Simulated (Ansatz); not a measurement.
The cluster Ge₆N, relaxed as a doublet with UKS PBE-D4/def2-SVP in Ansatz, starting from the GFN1-xTB geometry. Force threshold 0.03 eV/Å.

The structure comes from a short search, and lower isomers may exist.

Start:

Cartesian coordinates in Å:
```
N 0.851 0.614 -0.405
Ge -0.983 0.411 1.902
Ge 0.965 -1.416 -0.409
Ge 0.786 0.113 -2.237
Ge -1.159 0.083 -0.680
Ge 0.105 2.038 0.494
Ge -0.565 -1.843 1.335
```

```csv
step,energy (eV),largest force component (eV/Å),SCF passes
1,-340505.3173,2.164,25
2,-340505.9337,0.792,31
3,-340506.0012,0.159,26
4,-340506.0068,0.080,26
5,-340506.0087,0.039,26
6,-340506.0090,0.023,26
```

Force components are those of the run's own axes.

End:

Cartesian coordinates in Å:
```
N 0.914 0.664 -0.476
Ge -0.960 0.399 2.032
Ge 1.059 -1.364 -0.313
Ge 0.816 0.138 -2.365
Ge -1.259 0.009 -0.675
Ge 0.152 2.135 0.462
Ge -0.721 -1.982 1.335
```

By distances, no bond broke or formed. The bond that changes most is Ge4–Ge5, from 2.49 to 2.68 Å (atoms count from 1).

No frequencies were taken in this run, so the end may be a saddle point.

It took 27 s on 6 threads of Intel Xeon on a shared host.
